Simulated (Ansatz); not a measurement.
A made-up structure of ZnBNH4, closed shell:

```tsv
atom	x (Å)	y (Å)	z (Å)
N1	-1.0781	0.6247	-0.2943
B2	0.2414	0.4876	0.1246
Zn3	1.2382	-1.3320	0.2805
H4	-1.6723	-0.1418	-0.5603
H5	-1.5407	1.5182	-0.3621
H6	1.4512	-1.6913	1.7524
H7	2.0206	-2.6807	0.4104
```

It is relaxed with PBE-D4/def2-SVP and then PBE0-D4/def2-TZVP (Ansatz 0.2.0). Atoms count as bonded within 1.22 times the sum of their covalent radii (H–H: 0.88 Å). The end point is not checked to be a true minimum.

(1) Does its bonding change? (A judgement: the text doesn't fix the answer.)

## Answers

(1) By the calculation: Yes. Formed: B2–H6; broken: Zn3–H6.

Where it ends: The first stage lowers the energy by 4.58 eV in 24 steps. It ends as ZnBNH₄ ([NH2][BH][ZnH]):
```xyz
7
angstrom
N -0.8672 0.3635 -0.0042
B -0.1415 -0.6096 0.6755
Zn 1.6399 -1.4371 -0.0108
H -1.7291 0.7501 0.3488
H -0.5984 0.7572 -0.8896
H -0.6247 -0.9569 1.7236
H 2.9813 -2.0825 -0.4922
```

Labels in which every atom is bracketed show which atoms are joined, not bond orders.

For scale, one of the runs: PBE0-D4/def2-TZVP relaxation, 134 basis functions, launched by `ansatz run in.yaml --threads 2 --pin off --events-out ev --progress --plain --max-ram 4352MiB`. The run took about 18 s on 2 CPU threads of an Arm Neoverse V1 (shared host).
